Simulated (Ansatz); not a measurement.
Basis-set extrapolation for BH$_{5}$S$_{3}$Si, SMILES `[SiH3]B(S)SS` (PBE0-D4/def2-TZVP geometry, frozen core, Ansatz). Multiplicity 1, RHF reference.

|  | def2-TZVPP | def2-QZVPP |
| --- | --- | --- |
| HF | -1509.220095 | -1509.263389 |
| MP2 correlation | -0.756353 | -0.819905 |
| CCSD(T) correlation | -0.870356 | not run |

Energies in hartree. Use E(X) = E(∞) + A·exp(−7.88·√X) for Hartree–Fock and E(X) = E(∞) + B·X^(−2.97) for correlation, with X = 3 and 4, and add CCSD(T) minus MP2 of the smaller set to the MP2 limit.

What is the CCSD(T) energy at the basis-set limit?

HF limit: -1509.263389 + (-0.043294) × 0.13774 = -1509.26935. MP2 limit: -0.819905 + (-0.063552) × 0.74074 = -0.86698. Higher-order term: -0.870356 − (-0.756353) = -0.11400. Total: -1510.25033 hartree, 419.8 kJ/mol below CCSD(T)/def2-TZVPP.
